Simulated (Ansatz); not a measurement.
Computed with frozen-core CCSD(T)/cc-pVTZ // PBE-D3(BJ)/def2-TZVP (Ansatz, an electronic-structure program). The geometry is that of the parent before the electron was removed.

Ansatz 0.2 input:
```yaml
crystal:
  periodic: [false, false, false]
  atoms:
    - { symbol: Si, position_ang: [2.221092, 0.308675, -0.15841] }
    - { symbol: C, position_ang: [0.404322, -0.233296, -0.346542] }
    - { symbol: N, position_ang: [-0.530297, 0.347699, 0.30288] }
    - { symbol: Si, position_ang: [-2.232398, -0.086927, 0.183082] }
    - { symbol: H, position_ang: [3.037255, -0.872114, 0.268658] }
    - { symbol: H, position_ang: [2.731286, 0.75473, -1.493937] }
    - { symbol: H, position_ang: [2.321575, 1.410724, 0.839581] }
    - { symbol: H, position_ang: [0.196821, -1.077529, -1.049936] }
    - { symbol: H, position_ang: [-2.473332, -1.228103, -0.767534] }
    - { symbol: H, position_ang: [-2.975047, 1.122626, -0.280095] }
    - { symbol: H, position_ang: [-2.700004, -0.460396, 1.550841] }
basis:
  gaussian: { orbitals: cc-pVTZ }
correlation:
  method: ccsd_t
total_charge: 1
magnetization:
  spin_polarized: true
  initial_magnetization: 1
```

Output:

```
Functional definition: HF
1287 factors; integrals over basis functions are off by at most 1.1e-3 eV
mean field evaluation 1: about -18336.1151 eV, gradient 2.5e1 eV
mean field evaluation 2: about -18336.1296 eV, gradient 2.5e1 eV
mean field evaluation 4: about -18340.1616 eV, gradient 4.4e0 eV
mean field evaluation 8: about -18340.6978 eV, gradient 5.3e-1 eV
mean field evaluation 16: about -18340.7287 eV, gradient 4.6e-3 eV
mean field evaluation 32: about -18340.7287 eV, gradient 2.8e-2 eV
mean field evaluation 64: about -18338.4976 eV, gradient 2.3e-2 eV
mean field evaluation 96: about -18336.6011 eV, gradient 3.8e0 eV
mean field evaluation 128: about -18336.1692 eV, gradient 3.2e0 eV
mean field evaluation 160: about -18334.2274 eV, gradient 1.8e-3 eV
mean field -18340.72873316 eV, -674.0093491512 hartree, gradient 5.4e-6 eV, S^2 0.864673; 1 other end points of the search recorded, 0 dependent functions left out
determinant -18340.72873316 eV, -674.0093491512 hartree, with singles and doubles -18358.03652069 eV, -674.6453986113 hartree
determinant -18338.49765368 eV, -673.9273584927 hartree, with singles and doubles -18355.55199118 eV, -674.5540938360 hartree
12 core orbitals not correlated
reference -18340.72873316 eV, -674.0093491512 hartree; 12, 11 occupied and 202, 203 virtual orbitals, 1287 factors
second order -15.09295731 eV of doubles, -0.00000000 eV of singles
cycle   1  -16.97199140 eV  change    -1.3e0 eV  update   3.1e-2
cycle   2  -17.00923734 eV  change   -3.7e-2 eV  update   8.6e-3
cycle   3  -17.01374878 eV  change   -4.5e-3 eV  update   4.6e-3
cycle   4  -17.02229601 eV  change   -8.5e-3 eV  update   2.7e-3
cycle   5  -17.02772304 eV  change   -5.4e-3 eV  update   1.7e-3
cycle   6  -17.02958844 eV  change   -1.9e-3 eV  update   7.0e-4
cycle   7  -17.02997995 eV  change   -3.9e-4 eV  update   3.1e-4
cycle   8  -17.02997928 eV  change    6.7e-7 eV  update   1.7e-4
cycle   9  -17.02979344 eV  change    1.9e-4 eV  update   9.4e-5
cycle  10  -17.02972024 eV  change    7.3e-5 eV  update   4.2e-5
cycle  11  -17.02974512 eV  change   -2.5e-5 eV  update   1.8e-5
perturbative correction -0.70128976 eV, -0.0257719235 hartree
Total energy: -18358.45976805 eV, -674.6609526648 hartree
```

Cost: around 40 core-minutes (rough).
